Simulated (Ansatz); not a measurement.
Coupled-cluster diagnostics for Ca3Te2 (the lowest singlet isomer of a short search), Ansatz.

Geometry of the singlet (PBE-D4/def2-SVP):

```xyz
5

Ca    1.503   -1.171   -0.852
Ca    0.503    1.566    1.284
Ca   -2.004   -0.395   -0.432
Te    0.095    1.340   -1.673
Te   -0.097   -1.341    1.672
```

In the def2 sets Te takes a core potential; there is no spin–orbit coupling. Correlated methods freeze 23 core orbitals; core or outer-core shells of Ca, Te are correlated, in sets that lack core-valence functions. At PBE0-D4/def2-TZVP a broken-symmetry singlet of charge 0 lies 0.28 eV below the triplet, each at its own geometry. At PBE0-D4/def2-TZVP a broken-symmetry singlet of charge 0 lies 2.12 eV below the quintet, each at its own geometry. The structure comes from a short search, and lower isomers may exist.

Geometry of the charge 0 triplet (PBE-D4/def2-SVP):

```xyz
5

Ca    1.848   -0.054   -1.070
Ca   -2.025   -0.256   -0.628
Ca    0.202    0.354    1.937
Te    0.141   -2.161    0.255
Te   -0.166    2.117   -0.494
```

Geometry of the charge 0 quintet (PBE-D4/def2-SVP):

```xyz
5

Ca    1.183   -2.202   -0.406
Ca   -2.077    0.067    1.447
Ca    0.893    2.133   -1.039
Te    1.005    0.277    1.428
Te   -1.003   -0.275   -1.430
```

Problem. Estimate the CCSD(T) correlation energy, the shares of MP2 and (T), T1 and the reference's ⟨S²⟩ for: charge 0, singlet, own geometry in def2-SVP; charge 0, triplet, own geometry in def2-SVP; charge 0, quintet, own geometry in def2-SVP; charge 1, doublet, vertical in def2-SVP; and the rough time on 2 threads of AMD EPYC 7R13 on a shared host and a share (18 GiB) of an NVIDIA H100 80GB HBM3.

Solution. 
| state | basis | correlation (eV) | MP2 share (%) | (T) share (%) | T1 | ⟨S²⟩ (pure) | wall time | remarks |
| --- | --- | --- | --- | --- | --- | --- | --- | --- |
| charge 0, singlet, own geometry | def2-SVP | -18.722 | 93.0 | 3.5 | 0.013 | 0.00 (0.00) | 12 s | restricted SCF unstable |
| charge 0, triplet, own geometry | def2-SVP | -17.771 | 91.6 | 2.7 | 0.018 | 2.01 (2.00) | 10 s | – |
| charge 0, quintet, own geometry | def2-SVP | -17.033 | 91.1 | 2.4 | 0.015 | 6.03 (6.00) | 4.8 s | – |
| charge 1, doublet, vertical | def2-SVP | -17.725 | 92.1 | 2.8 | 0.012 | 0.77 (0.75) | 15 s | – |
Customary marks for T1 are 0.02 (closed shells), 0.045 (open shells) and about 0.05 (3d metals). T1 stays under 0.02 throughout.
